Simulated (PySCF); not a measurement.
# Polarisability and C₆ of Pm²⁺ (promethium, charge +2)

[Xe] 4f5, one real determinant. Calculation: PySCF 2.14, in x2c-TZVPPall with one added diffuse shell each of s, p, d, f type (12s8p8d5f2g, 129 functions); scalar relativity by spin-free X2C-1e. Coupled (time-dependent) response in atomic units; α is the mean over directions.

| method | mean α (bohr³) | α xx, yy, zz | C₆ (like pair) | S(−4) |
| --- | --- | --- | --- | --- |
| UHF | 9.339 | 8.821, 9.598, 9.598 | 55.71 | 86.51 |

S(−4) is the Cauchy moment in α(ω) = α(0) + S(−4) ω² + …

Spin-orbit coupling is absent.

α(iu) at UHF:

```csv
u (hartree),α(iu) (bohr³)
0,9.339
0.0500,9.144
0.100,8.730
0.200,7.949
0.300,7.356
0.500,6.345
0.750,5.198
1.00,4.231
1.50,2.873
2.00,2.057
3.00,1.213
5.00,0.5916
```

A single London oscillator, α(iu) = α/(1 + u²/ω²), gives C₆ = (3/4) ω α². Matching the computed C₆ needs ω = 4 × 55.71 / (3 × 9.339²) = 0.852 hartree.

For an ion, C₆ is the dispersion term alone; charge-induced terms of lower order in 1/R come first.

The components differ because the open shell of this determinant is not spherical; for a pure term their mean is the scalar polarisability.

⟨L²⟩ = 24.03 against 30 for a pure H term, so this real determinant mixes terms. Spin-orbit coupling, absent here, splits the open shell strongly.
